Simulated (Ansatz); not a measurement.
`C[SiH2]O[SiH2]F` → `[CH2]` (triplet) + `F[SiH2]O[SiH3]` at 400 K and 1 bar (formal loss of a carbene).

Gas-phase electronic energies from Ansatz, PBE0-D4/def2-TZVP geometries. CCSD(T)/CBS is the MP2 limit (def2-TZVPP, def2-QZVPP) plus CCSD(T) − MP2 in def2-TZVPP, frozen cores. This one scheme is used for every species. Triplets are unrestricted, without spin–orbit coupling. One conformer a species, not always the lowest.

| species | CCSD(T)/CBS energy (Eh) | H − E (kJ/mol) | S (J/(mol·K)) |
| --- | --- | --- | --- |
| `C[SiH2]O[SiH2]F` | -795.56184 | 245.7 | 426.2 |
| `[CH2]` (triplet) | -39.09499 | 59.0 | 205.7 |
| `F[SiH2]O[SiH3]` | -756.28164 | 162.6 | 380.8 |

H − E and S are ideal-gas, rigid-rotor, harmonic terms from PBE0-D4/def2-TZVP, for one conformer and one mirror image of each species, with the whole ground term of open shells counted as degenerate. 1 Eh = 2625.50 kJ/mol, R = 8.31446 J/(mol·K).

Q: By hand: ΔE, ΔH, ΔS and ΔG.

A: ΔE = (-39.09499) + (-756.28164) − (-795.56184) = 0.18521 Eh = 486.3 kJ/mol. Δ(H − E) = 59.0 + 162.6 − 245.7 = -24.1, so ΔH = 462.2 kJ/mol. ΔS = 205.7 + 380.8 − 426.2 = 160.3 J/(mol·K). ΔG = 462.2 − 400 × (160.3)/1000 = 398.1 kJ/mol.

Q: By hand: the equilibrium constant, and the temperature at which ΔG would vanish if ΔH and ΔS stayed fixed.

A: log₁₀ K = −ΔG/(RT ln 10) = -52.0. ΔG = 0 at ΔH/ΔS = 2883 K, far beyond where these terms or the molecules hold.

The number of gas molecules changes by +1, which sets the sign of ΔS. A doubt of 5 kJ/mol in ΔE shifts log₁₀ K by 0.7 here. Other conformers and mirror images would add mixing entropy, several J/(mol·K) or more a flexible species. Modes under 60 cm⁻¹, often nearly free rotors, make the harmonic entropy too high. A triplet takes part, so the spin changes. These are equilibria of isolated gas molecules and say nothing of rates. Largest T1 diagnostic: 0.011 (customary marks: 0.02 for closed shells, 0.045 for open ones).
